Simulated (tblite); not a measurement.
Record of a relaxation.

Compound: C6H9ClOSi2.
Atom-mapped SMILES: `[CH2:1]=[CH:2][Si@H:3]([Cl:4])[SiH2:5][c:6]1[cH:7][cH:8][cH:9][o:10]1` (hydrogens: H11, H12 on C1; H13 on C2; H14 on Si3; H15, H16 on Si5; H17 on C7; H18 on C8; H19 on C9)

Computed with GFN2-xTB (tblite), gas phase: L-BFGS steps from a force-field or distance-geometry start until the largest atomic force falls under 0.01 eV/Å. 4 of its 201 geometries are shown.

Step 0: E = -802.1853 eV, largest atomic force 2.653 eV/Å
```
atom  x, y, z in Å  |  force x, y, z in eV/Å
C1      2.923   -1.983    0.910   -1.657   0.710  -0.018
C2      1.916   -1.111    0.653    0.975  -2.231   1.054
Si3     2.059    0.445   -0.282    0.571   1.292  -0.791
Cl4     2.213    1.863    1.190    0.020   0.070  -0.083
Si5     0.236    0.847   -1.635    0.230   0.206  -0.594
C6     -1.312    0.743   -0.608   -1.215  -0.011   0.627
C7     -2.220    1.683   -0.139    0.373  -0.415  -0.130
C8     -3.188    0.987    0.622    0.048  -0.668  -0.016
C9     -2.828   -0.343    0.572    0.178   0.615  -0.177
O10    -1.707   -0.499   -0.156    0.015   0.693  -0.101
H11     2.727   -2.880    1.492    0.216   0.211  -0.145
H12     3.926   -1.826    0.559   -0.038   0.009  -0.057
H13     0.922   -1.319    1.061    0.353  -0.159  -0.063
H14     3.333    0.484   -1.052   -0.204  -0.004   0.245
H15     0.164   -0.133   -2.753   -0.054   0.204   0.265
H16     0.316    2.206   -2.246   -0.166  -0.361   0.177
H17    -2.182    2.750   -0.314    0.013  -0.386   0.026
H18    -4.054    1.387    1.130    0.309  -0.065  -0.160
H19    -3.254   -1.244    0.989    0.034   0.290  -0.059
```

Step 67: E = -802.3692 eV, largest atomic force 0.059 eV/Å
```
atom  x, y, z in Å  |  force x, y, z in eV/Å
C1      2.699   -2.110    0.663    0.034  -0.021   0.013
C2      1.929   -1.045    0.828    0.009   0.008  -0.005
Si3     2.090    0.577   -0.125    0.045   0.001   0.038
Cl4     2.102    2.056    1.288   -0.002  -0.009  -0.014
Si5     0.317    0.883   -1.598   -0.016  -0.009  -0.024
C6     -1.285    0.744   -0.634    0.014   0.008   0.027
C7     -2.287    1.619   -0.314   -0.030  -0.002  -0.007
C8     -3.179    0.930    0.537    0.001  -0.001   0.017
C9     -2.657   -0.318    0.685    0.015  -0.013  -0.002
O10    -1.518   -0.440   -0.010    0.006  -0.028  -0.002
H11     2.561   -3.018    1.229   -0.020  -0.016   0.005
H12     3.518   -2.122   -0.038   -0.019   0.030  -0.017
H13     1.126   -1.106    1.554   -0.002   0.010  -0.003
H14     3.424    0.620   -0.740   -0.019  -0.001   0.004
H15     0.322   -0.163   -2.631   -0.016   0.015  -0.004
H16     0.271    2.187   -2.271   -0.004  -0.017   0.015
H17    -2.375    2.632   -0.650    0.006   0.018  -0.019
H18    -4.077    1.308    0.981   -0.011   0.007  -0.006
H19    -2.992   -1.175    1.239    0.009   0.019  -0.017
```

Step 133: E = -802.3862 eV, largest atomic force 0.020 eV/Å
```
atom  x, y, z in Å  |  force x, y, z in eV/Å
C1      2.142   -2.142    0.321   -0.004   0.011   0.009
C2      2.194   -0.982    0.958    0.010  -0.011  -0.013
Si3     2.217    0.699    0.097   -0.010   0.003   0.003
Cl4     2.121    2.097    1.581   -0.005  -0.002   0.006
Si5     0.473    0.936   -1.418   -0.007   0.004  -0.007
C6     -1.170    0.744   -0.536    0.003  -0.001  -0.003
C7     -2.398    1.338   -0.662    0.004  -0.001  -0.002
C8     -3.240    0.747    0.305    0.000   0.002  -0.001
C9     -2.468   -0.167    0.956    0.004  -0.006  -0.004
O10    -1.225   -0.176    0.461    0.004  -0.002  -0.004
H11     2.121   -3.089    0.839    0.002   0.003   0.005
H12     2.122   -2.197   -0.755   -0.007   0.006  -0.003
H13     2.208   -0.991    2.042   -0.002  -0.007   0.013
H14     3.543    0.888   -0.510   -0.006  -0.007   0.002
H15     0.560   -0.102   -2.458   -0.003  -0.001  -0.006
H16     0.408    2.227   -2.114   -0.005   0.006  -0.004
H17    -2.661    2.104   -1.363    0.010  -0.004   0.001
H18    -4.271    0.970    0.491    0.002  -0.002   0.005
H19    -2.687   -0.846    1.758    0.009   0.008   0.002
```

Step 200: E = -802.3982 eV, largest atomic force 0.009 eV/Å
```
atom  x, y, z in Å  |  force x, y, z in eV/Å
C1      1.672   -2.057    0.315   -0.001   0.005   0.008
C2      2.278   -1.017    0.866    0.005  -0.003  -0.004
Si3     2.240    0.739    0.172   -0.003  -0.003  -0.004
Cl4     1.998    1.980    1.773    0.003   0.003   0.002
Si5     0.574    1.050   -1.410   -0.006  -0.002   0.004
C6     -1.068    0.740   -0.559   -0.002   0.006   0.000
C7     -2.376    1.028   -0.847    0.002  -0.007  -0.003
C8     -3.149    0.538    0.228    0.000  -0.001  -0.001
C9     -2.261   -0.014    1.100    0.002   0.004   0.002
O10    -1.012    0.102    0.638    0.002   0.000  -0.004
H11     1.715   -3.047    0.741   -0.003   0.001   0.001
H12     1.099   -1.964   -0.595    0.002   0.000  -0.004
H13     2.831   -1.175    1.786   -0.001   0.000   0.002
H14     3.589    1.038   -0.333    0.003  -0.002   0.001
H15     0.700    0.107   -2.533    0.001   0.001  -0.003
H16     0.500    2.387   -2.013   -0.001   0.002   0.002
H17    -2.732    1.529   -1.724   -0.001   0.001   0.000
H18    -4.213    0.590    0.340   -0.001   0.002  -0.003
H19    -2.395   -0.498    2.047   -0.001  -0.007   0.005
```

**Question.** Summarise the path.

**Answer.** The energy falls by 4.91 kcal/mol from step 0 to step 200; nine tenths of that is first reached at step 96. It rises by more than 0.2 meV at steps 54, 157, 160, 163 and 166. The largest force goes from 2.653 to 0.009 eV/Å. Among the bonds C2–Si3 changes most, from 1.821 to 1.889 Å; the atoms move by 1.265 Å rms after alignment.

**Question.** Follow the three bonds and two angles with the largest change from start to end.

**Answer.** 
| step | E above end (kcal/mol) | largest force (eV/Å) | C2–Si3 (Å) | C1=C2 (Å) | Si5–H16 (Å) | Si3–Si5–H16 (°) | C2–Si3–H14 (°) |
| --- | --- | --- | --- | --- | --- | --- | --- |
| 0 | 4.91 | 2.653 | 1.821 | 1.356 | 1.492 | 110.9 | 110.8 |
| 9 | 1.26 | 0.121 | 1.891 | 1.324 | 1.469 | 112.8 | 109.8 |
| 17 | 1.10 | 0.034 | 1.890 | 1.324 | 1.468 | 114.3 | 108.9 |
| 26 | 1.07 | 0.021 | 1.891 | 1.324 | 1.468 | 114.5 | 107.9 |
| 35 | 1.05 | 0.022 | 1.891 | 1.324 | 1.468 | 114.3 | 107.7 |
| 43 | 1.03 | 0.034 | 1.889 | 1.324 | 1.468 | 113.8 | 107.6 |
| 52 | 0.91 | 0.096 | 1.888 | 1.325 | 1.470 | 113.9 | 107.8 |
| 61 | 0.74 | 0.108 | 1.889 | 1.326 | 1.470 | 115.6 | 108.2 |
| 70 | 0.65 | 0.028 | 1.888 | 1.324 | 1.468 | 115.7 | 108.3 |
| 78 | 0.59 | 0.046 | 1.888 | 1.325 | 1.468 | 115.5 | 108.9 |
| 87 | 0.54 | 0.029 | 1.888 | 1.324 | 1.468 | 115.5 | 108.9 |
| 96 | 0.48 | 0.038 | 1.887 | 1.324 | 1.467 | 115.5 | 108.0 |
| 104 | 0.42 | 0.052 | 1.887 | 1.324 | 1.468 | 115.6 | 108.0 |
| 113 | 0.37 | 0.034 | 1.888 | 1.325 | 1.468 | 116.0 | 108.3 |
| 122 | 0.34 | 0.051 | 1.888 | 1.325 | 1.468 | 116.0 | 108.1 |
| 130 | 0.29 | 0.045 | 1.889 | 1.325 | 1.468 | 115.7 | 108.0 |
| 139 | 0.27 | 0.038 | 1.888 | 1.325 | 1.468 | 115.6 | 107.9 |
| 148 | 0.24 | 0.026 | 1.888 | 1.324 | 1.468 | 116.3 | 107.5 |
| 157 | 0.23 | 0.239 | 1.891 | 1.328 | 1.470 | 117.2 | 107.2 |
| 165 | 0.12 | 0.031 | 1.890 | 1.324 | 1.469 | 116.6 | 107.4 |
| 174 | 0.05 | 0.017 | 1.888 | 1.323 | 1.469 | 114.9 | 107.1 |
| 183 | 0.03 | 0.025 | 1.889 | 1.323 | 1.469 | 115.4 | 107.0 |
| 191 | 0.01 | 0.026 | 1.889 | 1.323 | 1.469 | 115.9 | 107.0 |
| 200 | 0.00 | 0.009 | 1.889 | 1.324 | 1.469 | 116.0 | 107.3 |

The cost below is that of the whole relaxation. Hardware: Arm Neoverse N1, one thread (shared host). Cost: 3.9 s.
